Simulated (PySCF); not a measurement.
Diatomics of Br with group 14

PBE0 with double-zeta basis sets in PySCF, for the lowest determinant that a PBE0 search found; no spin–orbit coupling. De refers to high-spin ground-configuration atoms. A positive dipole means M(−)Br(+).

```json
{"M": "C", "basis": "def2-SVP", "state (unpaired electrons)": "doublet (π ↑)", "Re (Å)": "1.816", "ωe (cm⁻¹)": "753", "De (eV)": "3.69", "μ (D)": "1.64"}
{"M": "Si", "basis": "pcseg-1", "state (unpaired electrons)": "doublet (π ↑)", "Re (Å)": "2.255", "ωe (cm⁻¹)": "416", "De (eV)": "3.80", "μ (D)": "-0.94"}
{"M": "Ge", "basis": "cc-pVDZ-PP", "state (unpaired electrons)": "doublet (π ↑)", "Re (Å)": "2.343", "ωe (cm⁻¹)": "293", "De (eV)": "3.59", "μ (D)": "-1.81"}
{"M": "Sn", "basis": "def2-SVP", "state (unpaired electrons)": "doublet (π ↑)", "Re (Å)": "2.539", "ωe (cm⁻¹)": "246", "De (eV)": "3.49", "μ (D)": "-2.61"}
{"M": "Pb", "basis": "def2-SVP", "state (unpaired electrons)": "doublet (π ↑)", "Re (Å)": "2.632", "ωe (cm⁻¹)": "215", "De (eV)": "3.38", "μ (D)": "-3.57"}
```

The shortest bond is that of CBr (1.816 Å), the longest that of PbBr (2.632 Å).

The rows differ in basis set, which adds steps of its own.

Down a group the atoms grow and get heavier, so bonds lengthen and wavenumbers fall; this series shows no clear exception.

These are scalar-relativistic numbers at best; spin–orbit coupling would shift them, the dissociation energy most. States were picked by a PBE0 search and need not be the measured ground states.
